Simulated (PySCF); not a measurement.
C5H3F, SMILES C(F)(=C=C)C#C. Heavy atoms are numbered as in [CH:1]#[C:2][C:3]([F:4])=[C:5]=[CH2:6]. Hydrogens are named by the atom that carries them.

Geometry: B3LYP-D3(BJ)/def2-SVP. The structure was generated by enumeration, and PubChem lists no compound with its InChIKey, so it may never have been made.

Level of theory: PySCF with PBE/def2-TZVP.

ESP charges are fitted to the potential on shells at 1.4 to 2.0 van der Waals radii. Atomic charges (e), one atom of each kind:

| atom | IAO | ESP fit |
|---|---|---|
| C1 (CH) | -0.20 | -0.39 |
| C2 | … | 0.02 |
| C3 | 0.23 | 0.19 |
| F4 | … | -0.14 |
| C5 | … | 0.03 |
| C6 (CH2) | … | -0.44 |
| H on C1 | 0.21 | 0.31 |
| H on C6 | 0.18 | 0.22 |

What belongs in the gaps? (The exact figures need the calculation; the answer reports its results.)


- C2, IAO: -0.03
- F4, IAO: -0.25
- C5, IAO: -0.01
- C6 (CH2), IAO: -0.30

Give the Mayer and Wiberg (Löwdin basis) orders of the bonds. (An estimate is asked for; the answer gives what the named calculation found.)


| bond | Mayer | Wiberg |
|---|---|---|
| C1–C2 | 2.62 | 2.86 |
| C2–C3 | 1.25 | 1.30 |
| C3–F4 | 1.21 | 1.69 |
| C3–C5 | 1.78 | 1.84 |
| C5–C6 | 1.95 | 2.18 |
